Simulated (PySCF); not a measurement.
**W: excitation energy**

W [Xe] 4f14 5d4 6s2 (5D) → W [Xe] 4f14 5d5 6s1 (7S), as a difference of total energies. Calculation: PySCF 2.14, in x2c-TZVPPall (11s7p7d3f1g, 97 functions); scalar relativity by spin-free X2C-1e. Correlated levels: valence: [Xe] 4f14 frozen. The calculations carry no spin-orbit coupling.

```tsv
method	excitation energy (eV)
UHF	-1.144
MP2 (valence)	-0.568
SCS-MP2 (valence)	0.144
CCSD (valence)	-0.432
CCSD(T) (valence)	-0.336
```

Q: How much does correlation contribute at CCSD(T) (valence)?

A: -0.336 − (-1.144) = 0.808 eV, measured against UHF.

Errors of the correlated levels include the incompleteness of this basis and the frozen core.

For comparison: -0.187 eV (measured; NIST levels, between the centres of gravity of the two terms).
